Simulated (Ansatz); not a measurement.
Start from `F/C=C/C(F)=C\F` and change one atom or group to get `CC/C(F)=C\F`.

Ansatz, PBE0-D4/def2-TZVP geometries, multiplicity 1. Each molecule was computed in one conformer, which needn't be the lowest.

```json
{"property": "HOMO energy (B3LYP/def2-TZVPP) / eV", "`F/C=C/C(F)=C\\F`": "-6.66"}
{"property": "HOMO–LUMO gap (PBE0/def2-TZVPP) / eV", "`F/C=C/C(F)=C\\F`": "5.77"}
{"property": "LUMO energy (PBE0/def2-TZVPP) / eV", "`F/C=C/C(F)=C\\F`": "-1.07"}
{"property": "HOMO–LUMO gap (B3LYP/def2-TZVPP) / eV", "`F/C=C/C(F)=C\\F`": "5.35"}
{"property": "ideal-gas entropy at 298 K and 1 bar (rigid rotor, harmonic PBE0-D4/def2-TZVP) / J/(mol·K)", "`F/C=C/C(F)=C\\F`": "342"}
{"property": "LUMO energy (ωB97M-V/def2-TZVPP) / eV", "`F/C=C/C(F)=C\\F`": "1.02"}
```

**Question.** Give the same properties after the change, and the shifts. (Best estimate.)

**Answer.** Ansatz gave: 
```csv
property,`CC/C(F)=C\F`,shift
HOMO energy (B3LYP/def2-TZVPP) / eV,-6.91,-0.25
HOMO–LUMO gap (PBE0/def2-TZVPP) / eV,7.60,1.83
LUMO energy (PBE0/def2-TZVPP) / eV,0.49,1.56
HOMO–LUMO gap (B3LYP/def2-TZVPP) / eV,7.11,1.76
"ideal-gas entropy at 298 K and 1 bar (rigid rotor, harmonic PBE0-D4/def2-TZVP) / J/(mol·K)",336,-6
LUMO energy (ωB97M-V/def2-TZVPP) / eV,2.44,1.42
```

With PBE0 the HOMO falls by 0.27 eV and the LUMO rises by 1.56 eV, so the gap widens by about 1.83 eV. PBE moves the HOMO by -0.11 eV and ωB97M-V by -0.43 eV. The zero-point energy changes by 80.7 kJ/mol with +6 modes.

B3LYP here is the variant with VWN-RPA as its local correlation; programs differ in this.
